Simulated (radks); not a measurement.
Values are calculated unless marked as measured or tabulated.
Spherical quantum dot in the effective-mass picture: electrons in a parabolic well V = omega^2 r^2 / 2 with omega = 0.335, with a point charge +2 (a donor) at the centre, all in effective atomic units (hartree* = m*/eps^2 hartree, bohr* = eps/m* bohr), one dielectric constant everywhere. Level of theory: non-relativistic Kohn-Sham, PBEsol, spin-polarised, spherical densities (a radial shooting solver with Libxc functionals). Levels are named by radial order and angular momentum (1s, 1p, 1d, 2s, ...), and open shells are averaged over m. Results are scaled to m* = 0.411 and eps = 13.4, for which hartree* = 62.28 meV and bohr* = 1.725 nm.

N = 17, configuration 1s2 1p6 1d(up 5, down 2) 2s2. This is the lowest configuration that the search found. Occupied and some empty levels:

level    occupation  eigenvalue (meV)  <r> (nm)
1s down           1            224.89     1.721
1s up             1            224.91     1.733
2s up             1            259.14     6.521
2s down           1            260.55     6.478
1p up             3            261.38     6.479
1p down           3            262.74     6.406
1d up             5            271.43     7.448
1d down           2            273.01     7.430
1f up             0            282.41     8.106
1f down           0            284.04     8.113
2p up             0            285.18     6.734
2p down           0            286.15     6.755
1g up             0            294.50     8.649
1g down           0            296.10     8.672

Energy (meV): total 2320.05, kinetic 424.17, external -23.238, Hartree 2213.7, exchange-correlation -294.58.
